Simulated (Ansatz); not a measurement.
Reaction (formal exchange of groups at the Al–Cl bond): `N#[C][AlH][Cl]` + CH₄ → `[CH3][AlH][C]#N` + HCl

Gas-phase electronic energies from Ansatz, PBE0-D4/def2-TZVP geometries. CCSD(T)/CBS is extrapolated from def2-TZVPP and def2-QZVPP, frozen cores. DFT in def2-TZVPP.

`N#[C][AlH][Cl]`:

```xyz
5

N    -2.016    0.897    1.008
C    -1.042    0.473    0.556
Al    0.605   -0.230   -0.152
Cl    0.585   -0.745   -2.163
H     1.869   -0.394    0.751
```

CH₄:

Cartesian coordinates in Å:
```
C 0.000 0.000 0.000
H -0.258 -1.049 -0.145
H 0.010 0.508 -0.964
H 0.986 0.072 0.458
H -0.738 0.469 0.651
```

`[CH3][AlH][C]#N`:

```xyz
8

C     0.173    0.631   -1.113
Al    0.054    0.218    0.773
C    -0.429   -1.594    1.289
N    -0.717   -2.673    1.580
H    -0.531    1.427   -1.379
H     1.171    1.005   -1.366
H    -0.037   -0.233   -1.746
H     0.316    1.219    1.962
```

HCl:

Z-matrix (Å, degrees):
```
Cl
H 1 1.279
```

**Question.** Is it downhill or uphill in electronic energy at CCSD(T)/CBS, and by how much? (Estimate.)

**Answer.** Computed: Uphill: ΔE = +164.6 kJ/mol.

**Question.** What do these levels give: LDA (SPW92), revPBE-D4, revPBE, r2SCANh, CCSD(T)/def2-QZVPP, CCSD/cc-pV(D+d)Z? (An estimate is asked.)

**Answer.** Ansatz gave: LDA (SPW92) 150.6, revPBE-D4 156.9, revPBE 157.7, r2SCANh 165.9, CCSD(T)/def2-QZVPP 163.0, CCSD/cc-pV(D+d)Z 159.1 kJ/mol.

Largest T1 diagnostic among the species: 0.012.

From BLYP to BHLYP (50 % exact exchange), in def2-TZVPP and without D4, ΔE moves by +7.0 kJ/mol. Leaving LDA and LC-ωPBE aside and taking each functional with its dispersion term where it has one, the values, not all of them listed here, spread over 12.5 kJ/mol, from PBE-D4 to BHLYP-D4. LDA lies −5.9 kJ/mol from PBE without D4. In def2-TZVPP, CCSD(T) changes the Hartree–Fock value by −14.6 kJ/mol (the triples alone add −0.8 kJ/mol) and MP2 by −9.9 kJ/mol.
